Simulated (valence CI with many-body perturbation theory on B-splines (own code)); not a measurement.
# Level structure of Gd XLII

Calculated by valence CI with perturbative core correlation (CI+MBPT): five valence electrons over a frozen Dirac-Fock core [Ar], radial functions for each j: 7 s, 7 p, 8 d, 6 f, 4 g, 1 h, with the one-electron correlation potential Σ1, the two-electron term Σ2, the three-electron term Σ3, Breit, model QED; selected CI, second order for the rest, scaled by the run's own slope (own B-spline code, finite nucleus).

The last digits are not significant, and no measured levels were compared; by estimate large intervals hold to a few tenths of a per cent, small ones and those within an open d or f shell to about a per cent. Among the levels kept, up to 250 cm⁻¹ of a level comes from second order outside the variational space, and about a tenth of that is noise between levels of different J, which matters for small intervals. Only levels of the ground parity were solved; by the run's estimate the other parity begins above the list, which can be wrong where configurations are misplaced.

Levels 1 to 37 of 37, with energies above the lowest level, (3d3/2^4 3d5/2) J=5/2. "Leading %" is the weight of the configuration and term that name the level; weights of strongly mixed levels are sums over their largest components and can fall short. In the jj column 3d3/2^4 stands for four electrons in 3d with j = 3/2.

```
No.  Configuration  Term     J  E (eV)  Leading %      g               Leading jj
  1            3d⁵    ⁴P   5/2    0.00         29  1.396     3d3/2^4 3d5/2 (90 %)
  2            3d⁵    ⁶S   5/2   25.35         39  1.321   3d3/2^3 3d5/2^2 (83 %)
  3            3d⁵    ⁴G   7/2   35.51         37  1.152   3d3/2^3 3d5/2^2 (98 %)
  4            3d⁵    ⁴D   3/2   36.64         40  1.206   3d3/2^3 3d5/2^2 (97 %)
  5            3d⁵    ²H  11/2   36.86         40  1.119   3d3/2^3 3d5/2^2 (97 %)
  6            3d⁵    ⁴G   9/2   40.74         36  1.140   3d3/2^3 3d5/2^2 (94 %)
  7            3d⁵    ⁴D   5/2   43.01         34  1.143   3d3/2^3 3d5/2^2 (88 %)
  8            3d⁵    ⁴P   1/2   44.76         50  1.848   3d3/2^3 3d5/2^2 (84 %)
  9            3d⁵    ²F   7/2   47.52         38  1.093   3d3/2^3 3d5/2^2 (95 %)
 10            3d⁵    ²D   3/2   58.54         56  0.793   3d3/2^3 3d5/2^2 (78 %)
 11            3d⁵    ²D   5/2   60.45         31  1.255   3d3/2^2 3d5/2^3 (82 %)
 12            3d⁵    ⁴D   7/2   66.67         52  1.212   3d3/2^2 3d5/2^3 (98 %)
 13            3d⁵    ²I  11/2   67.42         52  1.079   3d3/2^2 3d5/2^3 (98 %)
 14            3d⁵    ⁴G   9/2   69.16         56  1.142   3d3/2^2 3d5/2^3 (94 %)
 15            3d⁵    ²I  13/2   71.76        100  1.069  3d3/2^2 3d5/2^3 (100 %)
 16            3d⁵    ⁴D   1/2   71.88         76  0.527   3d3/2^2 3d5/2^3 (96 %)
 17            3d⁵    ⁴P   3/2   73.06         52  1.180   3d3/2^2 3d5/2^3 (95 %)
 18            3d⁵    ²F   5/2   74.53         42  1.019   3d3/2^2 3d5/2^3 (94 %)
 19            3d⁵    ²H   9/2   78.95         53  1.100  3d3/2^2 3d5/2^3 (100 %)
 20            3d⁵    ²G   7/2   80.98         61  0.984   3d3/2^2 3d5/2^3 (99 %)
 21            3d⁵    ⁴F   5/2   82.39         61  1.041   3d3/2^2 3d5/2^3 (96 %)
 22            3d⁵    ²D   3/2   84.05         88  0.828   3d3/2^2 3d5/2^3 (77 %)
 23            3d⁵    ²G   7/2   87.72         43  1.041   3d3/2^2 3d5/2^3 (91 %)
 24            3d⁵    ⁴P   1/2   87.95         34  1.804   3d3/2^2 3d5/2^3 (73 %)
 25            3d⁵    ²G   9/2   94.68         73  1.105   3d3/2^2 3d5/2^3 (92 %)
 26            3d⁵    ⁴P   5/2  100.80         34  1.243     3d3/2 3d5/2^4 (89 %)
 27            3d⁵    ²P   3/2  107.92         68  1.165   3d3/2^2 3d5/2^3 (92 %)
 28            3d⁵    ⁴F   7/2  108.26         31  1.186     3d3/2 3d5/2^4 (98 %)
 29            3d⁵    ²D   5/2  109.13         68  1.134   3d3/2^2 3d5/2^3 (74 %)
 30            3d⁵    ²H  11/2  109.87         58  1.065     3d3/2 3d5/2^4 (99 %)
 31            3d⁵    ²D   3/2  111.44         29  0.960     3d3/2 3d5/2^4 (91 %)
 32            3d⁵    ²G   9/2  116.52         63  1.110     3d3/2 3d5/2^4 (91 %)
 33            3d⁵    ²D   5/2  120.28         68  1.111     3d3/2 3d5/2^4 (73 %)
 34            3d⁵    ²G   7/2  122.79         59  0.991     3d3/2 3d5/2^4 (94 %)
 35            3d⁵    ²P   1/2  130.74         62  1.126     3d3/2 3d5/2^4 (84 %)
 36            3d⁵    ²D   3/2  142.77         75  0.878     3d3/2 3d5/2^4 (91 %)
 37            3d⁵    ²D   5/2  150.60         48  1.147           3d5/2^5 (88 %)
```

The ionisation energy to 3d⁴ ³P0 of the next ion comes out as 3159.9 eV (NIST: 3160 ± 4 eV (theoretical)). All 37 levels together are meant to be complete up to 156.64 eV.
